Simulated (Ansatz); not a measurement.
`CBC[SiH2]F` + CH₃OH → `CBOC` + `C[SiH2]F` at 600 K and 1 bar (ligand exchange at a B–C bond).

Calculated with Ansatz (gas phase, PBE0-D4/def2-TZVP geometries, no zero-point term in ΔE). CCSD(T)/CBS is the MP2 limit (def2-TZVPP, def2-QZVPP) plus CCSD(T) − MP2 in def2-TZVPP, frozen cores. This one scheme is used for every species. Each species was taken in one conformer, which may not be the lowest.

| species | CCSD(T)/CBS energy (Eh) | H − E (kJ/mol) | S (J/(mol·K)) |
| --- | --- | --- | --- |
| `CBC[SiH2]F` | -494.66261 | 322.4 | 477.5 |
| CH₃OH | -115.61712 | 163.6 | 277.3 |
| `CBOC` | -180.32625 | 294.5 | 387.7 |
| `C[SiH2]F` | -430.00374 | 191.4 | 351.0 |

H − E and S are ideal-gas, rigid-rotor, harmonic terms from PBE0-D4/def2-TZVP, for one conformer and one mirror image of each species. 1 Eh = 2625.50 kJ/mol, R = 8.31446 J/(mol·K).

Q: By hand: ΔE, ΔH, ΔS and ΔG.

A: ΔE = (-180.32625) + (-430.00374) − (-494.66261) − (-115.61712) = -0.05026 Eh = -132.0 kJ/mol. Δ(H − E) = 294.5 + 191.4 − 322.4 − 163.6 = -0.1, so ΔH = -132.1 kJ/mol. ΔS = 387.7 + 351.0 − 477.5 − 277.3 = -16.1 J/(mol·K). ΔG = -132.1 − 600 × (-16.1)/1000 = -122.4 kJ/mol.

Q: By hand: the equilibrium constant, and the temperature at which ΔG would vanish if ΔH and ΔS stayed fixed.

A: log₁₀ K = −ΔG/(RT ln 10) = 10.7. ΔG = 0 at ΔH/ΔS = 8205 K, far beyond where these terms or the molecules hold.

ΔH outweighs TΔS. A doubt of 5 kJ/mol in ΔE shifts log₁₀ K by 0.4 here. Other conformers and mirror images would add mixing entropy, several J/(mol·K) or more a flexible species. Modes under 60 cm⁻¹, often nearly free rotors, make the harmonic entropy too high. These are equilibria of isolated gas molecules and say nothing of rates. Largest T1 diagnostic: 0.012 (customary marks: 0.02 for closed shells, 0.045 for open ones).
